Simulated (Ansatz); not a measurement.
The first iterations of a band of BFH2O2 + H2 (8 atoms, charge 0, multiplicity 1).

Theory: RKS CAM-B3LYP-D4/def2-SVP in Ansatz 0.2.0.

- movable images: 5
- climbing image: yes
- spring: 5.0 eV/Å²
- optimiser: quadratic models (default)
- start path: through a guess of the saddle point
- force threshold: 0.5 eV/Å
- iteration limit: 60
- end points: relaxed

Image 0:

```xyz
8
Properties=species:S:1:pos:R:3
B -0.149 -0.667 -0.129
O 0.021 -0.348 1.180
H -0.809 -0.213 1.651
O 0.900 -0.905 -0.940
H 1.747 -0.826 -0.486
F -1.374 -0.751 -0.642
H 0.213 2.900 1.419
H 0.262 2.139 1.368
```

Image 6:

```xyz
8
Properties=species:S:1:pos:R:3
B 0.047 0.358 -0.372
O 0.046 0.118 1.829
H -0.905 0.006 1.967
O 1.254 -0.145 -0.703
H 1.249 -1.109 -0.758
F -1.047 -0.426 -0.439
H -0.095 1.554 -0.329
H 0.261 0.973 2.226
```

| iteration | highest image above the first end (eV) | largest band force component (eV/Å) |
| --- | --- | --- |
| 1 | 3.761 | 18.597 |
| 2 | 2.607 | 2.946 |
| 3 | 2.078 | 2.316 |
| 4 | 2.110 | 2.214 |
| 5 | 2.042 | 1.707 |

Question: Does the band converge within its limit, and where does its top end?

Answer: It converged. It ended after 17 iterations with the highest image 2.193 eV above the first end. The threshold of 0.5 eV/Å is loose, so the images may lie well off the minimum-energy path. The profile has 2 maxima (images 3, 5) with wells between them (image 4): this band takes more than one step, which may be the mechanism or a detour left from its start path. Neighbouring images differ by up to 2.0 eV, so the band resolves the path poorly. The order of the stationary point at the top wasn't checked. The orbitals stay closed-shell, which can raise the energy where a bond breaks towards radicals; this wasn't checked here.

The run took 64 s on 2 threads of Intel(R) Xeon(R) 6975P-C (Granite Rapids) (shared host), peak memory 0.17 GiB.
